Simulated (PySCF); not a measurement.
```xyz
3
charge 0 multiplicity 4, angstrom
Co    0.0000    0.0000   -0.9541
S     1.0974    0.0000    0.8793
S    -1.0974    0.0000    0.8793
```

Method: PySCF, UPBE0, basis Co def2-SVP, S def2-SVP (no relativity, density fitting).

This geometry of CoS₂ is a stationary point at this level.

**Question.** What is the point group?

**Answer.** C2v.

**Question.** Is it a minimum?

**Answer.** Yes: all harmonic wavenumbers are real.

**Question.** Which band is strongest in the infrared?

**Answer.** 494 cm⁻¹ (a1), 20 km/mol.

**Question.** Give the ideal-gas entropy at 298.15 K and 1 bar by parts.

**Answer.** translation 168.9, rotation 101.7, vibration 13.8, spin 11.5; total 295.8 J/(mol K).

This need not be the most stable arrangement of these atoms. Open d and f shells are described by one determinant, and the ground state may have another occupation or spin.
